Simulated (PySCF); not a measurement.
Pt: excitation energy

Pt [Xe] 4f14 5d9 6s1 (3D) → Pt [Xe] 4f14 5d9 6p1 (high-spin determinant), as a difference of total energies. Computed with PySCF 2.14 in aug-cc-pwCVDZ-PP with ECP60MDF, with a scalar-relativistic core potential. Correlated levels: valence: 5s2 5p6 frozen; valence and next inner shell: nothing frozen outside the core potential. The calculations carry no spin-orbit coupling.

```csv
method,excitation energy (eV)
UHF,3.984
LDA,5.011
PBE,4.790
PBE0,4.661
r2SCAN,4.830
M06,4.749
r2SCAN0,4.721
B3LYP,4.727
CAM-B3LYP,4.688
MP2 (valence),4.784
SCS-MP2 (valence),4.702
MP2 (valence and next inner shell),4.925
SCS-MP2 (valence and next inner shell),4.804
```

Problem. How much does correlation contribute at MP2 (valence and next inner shell)?

Solution. 4.925 − (3.984) = 0.941 eV, measured against UHF.

The determinant of the upper state mixes LS terms, which raises its energy above the lowest term, most at the Hartree-Fock and MP2 levels.
